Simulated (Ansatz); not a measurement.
The same path of CH5FSi2 (9 atoms, charge 0, multiplicity 1) was run twice with different band settings. The coordinate that changes most is the dihedral F1–Si2–C3–Si4.

Method: RKS PBE/cc-pVDZ (Ansatz 0.2.0).

Relaxed end points:

```xyz
9
Properties=species:S:1:pos:R:3
F 1.553 -0.341 -2.047
Si 1.148 0.867 -0.993
C 0.020 0.667 0.285
Si -0.927 -0.883 0.716
H 1.929 2.086 -1.373
H -0.129 1.581 0.890
H -2.420 -0.660 0.616
H -0.539 -1.993 -0.227
H -0.636 -1.324 2.134
```

```xyz
9
Properties=species:S:1:pos:R:3
F 2.011 2.009 -1.523
Si 1.117 0.709 -1.022
C 0.018 0.732 0.296
Si -0.917 -0.822 0.734
H 1.438 -0.452 -1.906
H -0.129 1.660 0.873
H -2.414 -0.632 0.628
H -0.508 -1.919 -0.224
H -0.617 -1.285 2.143
```

Common settings: movable images 7; climbing image yes; spring 5.0 eV/Å²; start path IDPP; force threshold 0.05 eV/Å; iteration limit 60; end points relaxed.

| run | optimiser |
| --- | --- |
| 1 | quadratic models (default) |
| 2 | lbfgs |

(1) What does each run give, and how far can it be trusted?

Answers

(1) Run 1: converged after 20 iterations, highest image 0.836 eV above the first end. A vibrational analysis at the climbing image gives one clearly imaginary mode, 293i cm⁻¹: a first-order saddle point.
Run 2: converged after 33 iterations, highest image 1.144 eV above the first end. The order of the stationary point at the top wasn't checked.
